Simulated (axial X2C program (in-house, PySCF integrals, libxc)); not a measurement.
# Outer orbitals of LiSc⁺ at 3.094 Å, BP86

Computed with an in-house relativistic program for diatomic molecules. Spin-free means the one-electron spin-free X2C Hamiltonian; two-component (2c) means X2C with spin–orbit coupling and atomic mean-field two-electron Coulomb and Gaunt terms, so the difference of the two also holds small scalar two-electron terms. Basis: Sc dyall-cv3z [10s11p7d5f2g], Li dyall-cv3z [7s8p2d] (cores contracted in-house); Gaussian nuclei, density fitting, unrestricted open shells. Masses: Sc 44.956 u, Li 7.016 u.

The distance is close to the 2c PBE0 minimum; the highest filled and lowest empty levels are listed.

Spin-free orbitals, state M_S = 1/2, Λ = 0 (beyond evenly filled blocks: σα) (Löwdin shares):

```json
{"symmetry": "σα", "occupied": "yes", "ε (eV)": "-9.16", "atomic character": "56% Sc s, 16% Li s, 16% Li p"}
{"symmetry": "σβ", "occupied": "yes", "ε (eV)": "-8.92", "atomic character": "54% Sc s, 20% Li s, 17% Li p"}
{"symmetry": "σα", "occupied": "yes", "ε (eV)": "-8.71", "atomic character": "87% Sc d, 11% Sc s"}
{"symmetry": "δ+α", "occupied": "no", "ε (eV)": "-8.61", "atomic character": "100% Sc d"}
{"symmetry": "δ-α", "occupied": "no", "ε (eV)": "-8.61", "atomic character": "100% Sc d"}
{"symmetry": "δ-β", "occupied": "no", "ε (eV)": "-8.02", "atomic character": "100% Sc d"}
{"symmetry": "δ+β", "occupied": "no", "ε (eV)": "-8.02", "atomic character": "100% Sc d"}
{"symmetry": "π-α", "occupied": "no", "ε (eV)": "-8.01", "atomic character": "97% Sc d"}
{"symmetry": "π+α", "occupied": "no", "ε (eV)": "-8.01", "atomic character": "97% Sc d"}
```

Spinors with spin–orbit coupling (state Ω = 1/2):

| ω | occupied | ε (eV) | atomic character | λ mixture |
| --- | --- | --- | --- | --- |
| 1/2 | yes | -9.16 | 56% Sc s, 16% Li s, 16% Li p | 100% σ |
| -1/2 | yes | -8.92 | 54% Sc s, 20% Li s, 17% Li p | 100% σ |
| 1/2 | yes | -8.72 | 86% Sc d, 11% Sc s | 100% σ |
| -3/2 | no | -8.62 | 100% Sc d | 100% δ |
| 5/2 | no | -8.60 | 100% Sc d | 100% δ |
| 3/2 | no | -8.04 | 100% Sc d | 90% δ, 10% π |
| -1/2 | no | -8.02 | 97% Sc d | 100% π |
| -5/2 | no | -8.01 | 100% Sc d | 100% δ |

Mulliken charges and populations of the two-component result (they depend on the basis, above all on diffuse functions):

Sc 0.47 e (s 7.50 p 12.04 d 0.99), Li 0.53 e (s 2.30 p 0.16 d 0.01). ⟨Lz⟩ = 0.00 ħ and ⟨Sz⟩ = 0.50 ħ (0.52 and -0.02 on the two atoms), which add up to Ω.

One determinant describes the state; a PBE0 search over occupations chose it and may have missed a lower one. Density functionals use the spin component along the axis (collinear). Other states lie close and PBE0, whose exact exchange favours high spin, may order them wrongly; the determinant shown need not be the ground state. The nearest other spin-free determinant of the search, M_S = 1/2, Λ = 1, lies 0.06 eV up at the distance of the search.
